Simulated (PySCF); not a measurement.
C6H13NSi.
SMILES with atom numbers: `[CH2:1]=[CH:2][CH2:3][N:4]1[CH2:5][CH2:6][CH2:7][SiH2:8]1` (hydrogens: H9, H10 on C1; H11 on C2; H12, H13 on C3; H14, H15 on C5; H16, H17 on C6; H18, H19 on C7; H20, H21 on Si8)

The same species was optimised twice, with GFN2-xTB and with PBE0-D3(BJ)/def2-SVP (PySCF), and the same property calculations (PySCF, gas phase) were run on both structures.

```tsv
coordinate	GFN2-xTB	PBE0-D3(BJ)/def2-SVP	change
N4–Si8 (Å)	1.710	1.741	+0.031
C1=C2 (Å)	1.319	1.333	+0.014
C7–Si8 (Å)	1.898	1.886	-0.012
C6–C7 (Å)	1.527	1.536	+0.009
N4–C5 (Å)	1.449	1.452	+0.003
C3–N4 (Å)	1.439	1.440	+0.001
C5–C6 (Å)	1.527	1.528	+0.001
C2–C3 (Å)	1.502	1.502	0.000
C5–N4–Si8 (°)	115.3	113.0	-2.3
N4–Si8–C7 (°)	92.1	93.7	+1.6
C6–C7–Si8 (°)	103.1	101.8	-1.3
C3–N4–C5 (°)	116.6	117.7	+1.1
C2–C3–N4 (°)	111.8	112.9	+1.1
C5–C6–C7 (°)	107.9	108.8	+0.9
C1–C2–C3 (°)	124.8	124.9	+0.1
N4–C5–C6 (°)	107.7	107.5	-0.2
C1–C2–C3–N4 (°)	-128	-124	+4
C2–C3–N4–C5 (°)	72	68	-4
```

Rotational constants: A = 3409, B = 1050, C = 883.5 MHz (GFN2-xTB) against A = 3510, B = 1014, C = 849.6 MHz (PBE0-D3(BJ)/def2-SVP). Point groups within 0.08 Å: C1 and C1. Atoms that the bonding makes alike are paired by their places after alignment.

On the GFN2-xTB structure: HOMO (eV) -6.17 [PBE0/pcSseg-1]; LUMO (eV) 0.32 [PBE0/pcSseg-1]; dipole (D) 0.57 [PBE0/pcSseg-1]; GIAO shielding of C1 (ppm) 64.6 [PBE0/pcSseg-1]; GIAO shielding of C2 (ppm) 38.1 [PBE0/pcSseg-1]; GIAO shielding of C3 (ppm) 131.9 [PBE0/pcSseg-1]; GIAO shielding of N4 (ppm) 233.6 [PBE0/pcSseg-1]; GIAO shielding of C5 (ppm) 134.3 [PBE0/pcSseg-1]; GIAO shielding of C6 (ppm) 157.2 [PBE0/pcSseg-1]; GIAO shielding of C7 (ppm) 174.5 [PBE0/pcSseg-1]; GIAO shielding of Si8 (ppm) 376.4 [PBE0/pcSseg-1].

**Question.** What do these properties become on the PBE0-D3(BJ)/def2-SVP structure?

**Answer.** 
```csv
property,level,on GFN2-xTB,on PBE0-D3(BJ)/def2-SVP,change
HOMO (eV),PBE0/pcSseg-1,-6.17,-6.21,-0.04
LUMO (eV),PBE0/pcSseg-1,0.32,0.21,-0.11
dipole (D),PBE0/pcSseg-1,0.57,0.73,+0.16
"energy, GFN2-xTB geometry as zero (kcal/mol)",PBE0/pcSseg-1,0.0,-1.7,-1.7
GIAO shielding of C1 (ppm),PBE0/pcSseg-1,64.6,60.5,-4.1
GIAO shielding of C2 (ppm),PBE0/pcSseg-1,38.1,35.4,-2.7
GIAO shielding of C3 (ppm),PBE0/pcSseg-1,131.9,130.5,-1.4
GIAO shielding of N4 (ppm),PBE0/pcSseg-1,233.6,229.8,-3.8
GIAO shielding of C5 (ppm),PBE0/pcSseg-1,134.3,134.1,-0.2
GIAO shielding of C6 (ppm),PBE0/pcSseg-1,157.2,155.4,-1.8
GIAO shielding of C7 (ppm),PBE0/pcSseg-1,174.5,173.9,-0.6
GIAO shielding of Si8 (ppm),PBE0/pcSseg-1,376.4,371.5,-4.9
```

The heavy atoms differ by 0.113 Å rms after alignment (one structure mirrored). Among bonds between heavy atoms N4–Si8 changes most (+0.031 Å). Changes are differences of the printed values. Neither structure is proved a minimum here.
